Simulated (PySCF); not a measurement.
Order these species by their calculated properties.

Each SMILES stands for a single optimised conformer of the isolated species, non-relativistic unless stated; the electronic structure was computed with PySCF and density fitting.

The conformers computed, where there is a choice (atom-mapped SMILES and torsion angles):
- `[O:1]=[CH:2][SiH2:3][CH2:4][SiH2:5][SiH2:6][SiH3:7]`: O1–C2–Si3–C4 0°, C2–Si3–C4–Si5 18°, Si3–C4–Si5–Si6 -79°, C4–Si5–Si6–Si7 5°
- `[O:1]=[CH:2][SiH2:3][Si@@H:4]([SiH3:5])[SiH2:6][S:7][SiH3:8]`: O1–C2–Si3–Si4 7°, C2–Si3–Si4–Si5 -75°, Si3–Si4–Si6–S7 21°, Si4–Si6–S7–Si8 -163°
- `[CH3:1][S:2][Si@H:3]1[SiH2:4][Si@H:5]([O:6][SiH3:7])[SiH2:8]1`: C1–S2–Si3–Si4 -52°, Si4–Si5–O6–Si7 -55°
- `[CH2:1]=[CH:2][CH2:3][O:4][SiH2:5][SiH2:6][SiH3:7]`: C1–C2–C3–O4 -5°, C2–C3–O4–Si5 -87°, C3–O4–Si5–Si6 175°, O4–Si5–Si6–Si7 -16°
- `[CH2:1]=[CH:2][C@@H:3]([CH3:4])[NH:5][CH3:6]`: C1–C2–C3–C4 108°, C2–C3–N5–C6 70°

The conformers of `CS[Si]1(O)[SiH2][SiH2][SiH2][SiH2]1` aren't listed.

Problem. Rank by HOMO energy, lowest first (PBE0/pcSseg-1 at GFN2-xTB geometries).
A. `O=C[SiH2][Si@@H]([SiH3])[SiH2]S[SiH3]`
B. `O=C[SiH2]C[SiH2][SiH2][SiH3]`
C. `[SiH3]O[Si@H]1[SiH2][Si@H](SC)[SiH2]1`
D. `CS[Si]1(O)[SiH2][SiH2][SiH2][SiH2]1`

Solution. B (-7.20 eV), A (-7.10 eV), D (-6.62 eV), C (-6.45 eV).

Problem. Give the two extremes of that set in hartree.

Solution. `O=C[SiH2]C[SiH2][SiH2][SiH3]`: -0.265 Eh; `CS[Si@H]1[SiH2][Si@H](O[SiH3])[SiH2]1`: -0.237 Eh.

Problem. Rank by smallest rotational constant, highest first (GFN2-xTB).
A. `O=C[SiH2][Si@@H]([SiH3])[SiH2]S[SiH3]`
B. `[SiH2]([SiH2][SiH3])OCC=C`
C. `C=C[C@@H](C)NC`
D. `O=C[SiH2]C[SiH2][SiH2][SiH3]`

Solution. C (1.926 GHz), D (0.731 GHz), B (0.658 GHz), A (0.371 GHz).
